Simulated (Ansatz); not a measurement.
Ideal-gas functions of H₄HfO₂S₂, SMILES `[OH][Hf]([OH])([SH])[SH]` at 298.15 K and 1 bar, from an Ansatz frequency run at PBE0-D4/def2-TZVP.

Molar mass 278.65 g/mol, point group C2 (symmetry number 2), electronic degeneracy 1, moments of inertia 257.171, 363.148, 427.628 u Å². Harmonic wavenumbers (cm⁻¹, unscaled): 84, 111, 122, 129, 144, 146, 206, 206, 279, 306, 334, 344, 347, 516, 518, 702, 720, 2691, 2691, 4011, 4013.

Use S(trans) = R[1.5 ln M + 2.5 ln T − 1.1517]; rotational temperatures θ = 24.2544 K / I; S(rot) = R[ln(√π/σ · √(T³/θAθBθC)) + 1.5]; for each mode x = 1.438777 ν̃/T, S = R[x/(eˣ − 1) − ln(1 − e⁻ˣ)] and H = RT x/(eˣ − 1); 1 cm⁻¹ = 0.0119627 kJ/mol; R = 8.31446 J/(mol·K).

Problem. By hand: the entropy, in J/(mol·K).

Solution. Translation 179.1. Rotation: θ = 0.0943, 0.0668, 0.0567 K, giving 115.5. Vibration, mode by mode: 15.88, 13.60, 12.84, 12.39, 11.51, 11.40, 8.70, 8.70, 6.44, 5.79, 5.19, 4.99, 4.94, 2.59, 2.57, 1.27, 1.19, 0.00, 0.00, 0.00, 0.00, in all 130.0. Electronic 0.0. Sum 424.6 J/(mol·K).

Problem. By hand: H − E and G − E in kJ/mol, counted from the electronic energy.

Solution. Zero-point energy ½ × 18620 × 0.0119627 = 111.4; thermal vibration 20.7; translation, rotation and pV give 4 RT = 9.9. H − E = 142.0 kJ/mol, and G − E = 142.0 − 298.15 × 424.6/1000 = 15.4 kJ/mol.

Vibration gives 31 % of the entropy, 77.6 J/(mol·K) of it from the modes under 150 cm⁻¹: soft modes count most, and the harmonic formula is weakest for them. The sum counts one conformer and one mirror image; others add a mixing term.
